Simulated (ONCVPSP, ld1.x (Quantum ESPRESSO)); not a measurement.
# Potentials for oxygen (O) compared

Generated with ld1.x 7.5 (TM, RRKJ, ultrasoft, PAW), atompaw 4.2 or ONCVPSP 4.0.1. The cutoff is in Ry: for ld1.x and atompaw files where the sum of valence levels is converged to 10 mRy in a Bessel basis, for ONCV files where the hardest occupied wave has 1 mHa per electron of residual kinetic energy. The error is the largest all-electron minus pseudo excitation energy over each file’s own four to seven test configurations (ionisations up to +4, promotions, holes and added fractions of an electron), all of which were solved. The labels leave out finer settings (local radius, basis sizes, second energies), which also bear on the numbers. Spin-polarised tests are not counted. The rows are a selection from randomly drawn settings: files with unsolved tests, undetermined cutoffs or missed reference levels are left out.

A true bound ghost makes a file unfit for plane-wave use even where its test errors are small: the radial tests pick states by their node count and pass the ghost by.

| potential | cutoff (Ry) | largest error (meV) | bound ghosts |
| --- | --- | --- | --- |
| ONCV, PW91, scalar-relativistic, rc 0.90/1.65/1.40 (spd), local s, core correction no, reference 2s1.5 2p4.5, qcut 8.1/7.1/6.1, projectors 0/2/2 | 62 | +732 | none |
| ONCV, PBE, scalar-relativistic, rc 0.60/1.50 (sp), local smoothed, core correction yes, reference 2s2 2p4, qcut 12.6/11.3, projectors 2/3 | 336 | +550 | s |
| TM, PBEsol, non-relativistic, rc 0.55/1.80/1.60 (spd), local s, core correction yes, reference 2s2 2p3 | 260 | +1025 | none |
| ONCV, LDA (Perdew-Zunger), scalar-relativistic, rc 0.70/1.10/1.05 (spd), local smoothed, core correction yes, reference 2s2 2p4, qcut 9.9/10.3/9, projectors 1/3/1 | 84 | +267 | none |
| ONCV, PBE, scalar-relativistic, rc 0.95/1.20/1.20 (spd), local smoothed, core correction yes, reference 2s2 2p3, qcut 6.7/9/7, projectors 2/2/1 | 201 | +321 | none |
| ONCV, PBE, scalar-relativistic, rc 0.95/2.10/2.35 (spd), local smoothed, core correction yes, reference 2s2 2p3.5, qcut 7.5/7.2/4, projectors 1/3/1 | 111 | +6884 | none |
| ONCV, PW91, scalar-relativistic, rc 0.75/2.10/1.85 (spd), local smoothed, core correction yes, reference 2s2 2p4, qcut 9.9/6/5.1, projectors 2/2/2 | 83 | +9388 | none |
| ONCV, PBE, fully relativistic, rc 0.75/1.90/1.65 (spd), local smoothed, core correction yes, reference 2s2 2p2, qcut 8.7/8.6/6.8, projectors 1/2/1 | 86 | +533 | none |

**Question.** Fill in the row for O: ONCV, PBE, scalar-relativistic, rc 0.80/1.00/0.80 (spd), local s, core correction no, reference 2s2 2p4, qcut 9/6.8/13.5, projectors 0/3/1.

**Answer.** cutoff 263 Ry, largest error +376 meV, bound ghosts: none.
